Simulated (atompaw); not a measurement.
# Logarithmic derivatives: Pm, PAW (atompaw)

```
Element                 : Pm
Generator               : atompaw 4.2.0.5
Type                    : PAW
Functional              : PBE
Relativity              : scalar-relativistic
Frozen core             : [Kr] 4d10
Valence charge          : 15
Reference configuration : 4f4 5s2 5p6 5d1 6s2 6p0
Partial waves           : 5s (bound): rc 2.40 bohr; 6s (bound): rc 3.00 bohr; 5p (bound): rc 2.25 bohr; 6p (bound, empty): rc 3.00 bohr; 5d (bound): rc 3.00 bohr; 5d channel at 0.3 Ry: rc 3.00 bohr; 4f (bound): rc 1.60 bohr; 4f channel at 1.5 Ry: rc 1.60 bohr
Local potential         : bessel scheme, radius 2.85 bohr
Core correction         : smooth core density matched at 2.15 bohr
Augmentation charge     : sinc compensation charge, radius 2.80 bohr; PAW radius 3.00 bohr; waves and projectors: custom polynom2 7 10 vanderbiltortho
```

The phase is arctan(r·u′/u) with u = r·R(r), unwrapped; energies in Ry, scanned from -5 to 5 Ry. A pole is an energy at which the radial function vanishes at the test radius. The pseudo phase is shifted by a multiple of π to meet the all-electron one at the reference energy, and phase errors are pseudo minus all-electron; the curves can meet again beyond the range given. Levels narrower than the energy grid can be missing from the lists of poles.

```csv
channel,radius (bohr),reference energy (Ry),"poles, all-electron","poles, pseudo",unbroken range about the reference energy with phases within 0.05 rad,phase error 1 Ry above the reference energy (rad)
s,3.02,-0.29,"-3.27, 2.38","-3.27, 3.00, 4.46",below 2.8,+0.033
p,3.02,-0.10,"-1.71, 3.61","-1.71, 3.71",the whole range,+0.005
d,3.02,-0.21,0.49,0.49,below 2.4,+0.000
f,3.02,-0.55,"-0.52, 3.13","-0.52, 3.30",below 3.9,+0.005
```

Phases in the s channel:

```csv
E (Ry),all-electron,pseudo
-5.00,1.401,1.406
-4.76,1.395,1.399
-4.52,1.387,1.392
-4.28,1.377,1.382
-4.04,1.363,1.369
-3.80,1.340,1.346
-3.56,1.276,1.283
-3.32,-1.390,-1.390
-3.08,-1.712,-1.708
-2.84,-1.754,-1.749
-2.60,-1.778,-1.773
-2.36,-1.799,-1.794
-2.12,-1.820,-1.815
-1.88,-1.844,-1.839
-1.64,-1.873,-1.867
-1.40,-1.909,-1.904
-1.16,-1.958,-1.953
-0.92,-2.026,-2.022
-0.68,-2.129,-2.126
-0.44,-2.301,-2.301
-0.20,-2.621,-2.620
0.04,-3.183,-3.172
0.28,-3.789,-3.761
0.52,-4.156,-4.123
0.76,-4.352,-4.319
1.00,-4.467,-4.434
1.24,-4.542,-4.509
1.48,-4.595,-4.561
1.72,-4.635,-4.599
1.96,-4.667,-4.629
2.20,-4.694,-4.653
2.44,-4.718,-4.674
2.68,-4.739,-4.691
2.92,-4.759,-4.707
3.16,-4.779,-4.723
3.40,-4.799,-4.739
3.64,-4.820,-4.758
3.88,-4.843,-4.793
4.12,-4.870,-5.263
4.36,-4.903,-7.829
4.60,-4.944,-7.872
4.84,-5.000,-7.891
```
